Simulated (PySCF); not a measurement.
# C$_{4}$H$_{9}$FOSi$_{2}$: full NMR table

* Formula: C4H9FOSi2
* SMILES: F[Si@H]1C=C([SiH3])OCC1
* InChI: InChI=1S/C4H9FOSi2/c5-8-2-1-6-4(7)3-8/h3,8H,1-2H2,7H3/t8-/m1/s1
* Point group of the computed structure: C1
* Degrees of unsaturation: 2
* Carbon signals: 4
* Proton signals: 7

Numbering as in the mapped SMILES `[F:1][Si@H:2]1[CH:3]=[C:4]([SiH3:5])[O:6][CH2:7][CH2:8]1`. Each H is labelled by its parent atom. Ha(C7), Ha(C8) are cis to F1 on the ring; Hb(C7), Hb(C8) are trans to F1 on the ring.

Computational details: NMR shieldings at PBE0/pcSseg-1/GIAO, coordinates at the GFN2-xTB level, in PySCF 2.14 (one computed conformer, fast rotation and ring inversion assumed for equivalent nuclei, relativity neglected, isolated molecule).

References, each an isolated molecule treated in the same way: ¹H (σ = 31.72 ppm), ¹³C (σ = 186.93 ppm), ²⁹Si (σ = 349.16 ppm) against TMS; CFCl3 for ¹⁹F (σ = 170.95 ppm); ¹⁷O (σ = 336.08 ppm) against H2O.

| carbon | δC, type | δH (multiplicity) | HMBC from (2–3 bonds) | span of the C tensor (ppm) |
| --- | --- | --- | --- | --- |
| C3 | 110.7, CH | 5.57 (m) | H(Si2), H(Si5), Hb(C8), Ha(C8) | 210 |
| C4 | 185.7, C | – | H(C3), H(Si2), Hb(C7), Ha(C7), H(Si5) | 222 |
| C7 | 67.5, CH2 | Ha(C7) 4.19 (m); Hb(C7) 4.80 (m) | H(Si2), Hb(C8), Ha(C8) | 77 |
| C8 | 16.2, CH2 | Ha(C8) 0.90 (m); Hb(C8) 0.92 (m) | H(C3), H(Si2), Hb(C7), Ha(C7) | 18 |

Other nuclei:
```json
{"atoms": "H(Si2)", "nucleus": "¹H", "environment": "hydrogen on a silicon bonded to 2 C, F, in a 6-membered ring", "δ (ppm)": "5.03", "σ (ppm)": "26.69"}
{"atoms": "H(Si5)", "nucleus": "¹H", "environment": "hydrogen on a silicon bonded to C", "δ (ppm)": "4.08", "σ (ppm)": "27.64"}
{"atoms": "F1", "nucleus": "¹⁹F", "environment": "fluorine bonded to Si", "δ (ppm)": "-192.7", "σ (ppm)": "363.7"}
{"atoms": "Si2", "nucleus": "²⁹Si", "environment": "silicon bonded to 2 C, F, H, in a 6-membered ring", "δ (ppm)": "-16.4", "σ (ppm)": "365.5"}
{"atoms": "Si5", "nucleus": "²⁹Si", "environment": "silicon bonded to C, 3 H", "δ (ppm)": "-72.3", "σ (ppm)": "421.4"}
{"atoms": "O6", "nucleus": "¹⁷O", "environment": "ether oxygen", "δ (ppm)": "167.4", "σ (ppm)": "168.6"}
```

- Carbon types of the structure: 1 × C, 1 × CH, 2 × CH2, leaving 4 H on heteroatoms.
- δC 185.7: alkene carbon bearing oxygen; an sp2 carbon further deshielded by the attached heteroatom.
- δC 110.7: β carbon of an enol-ether or enamine type C=C; the O or N lone pair pushes π density onto this β carbon and shields it.
- δC 67.5: sp3 CH2 bonded to O; pulled downfield by the heteroatom.
- δH 5.57: hydrogen on a β carbon of an enol-ether or enamine type C=C; olefinic region.
- δH 4.80, 4.19: hydrogen on an sp3 CH2 bonded to O; its carbon carries O, which withdraws density.

Splittings by ¹⁹F in the carbon and heteronuclear signals aren't shown, as no couplings were computed. Shifts are as computed. Against solution values, carbons near 30 ppm lie about +3 ppm off and those near 130 ppm about +5 ppm. Of 1211 compounds with measured shifts, 218 miss one by over three times the rms of a fit or turn the order of signals round; such compounds aren't used in these exercises. Unscaled 19F shifts against computed CFCl3 carry errors that often reach 10 to 50 ppm. Experimental scales use liquid or dissolved standards, which lie at an offset from isolated H2O (liquid H2O: subtract about 36 ppm). Multiplicities follow the n + 1 count of equivalent neighbours, as no J values were calculated; m marks all less simple cases, F and P coupling included.
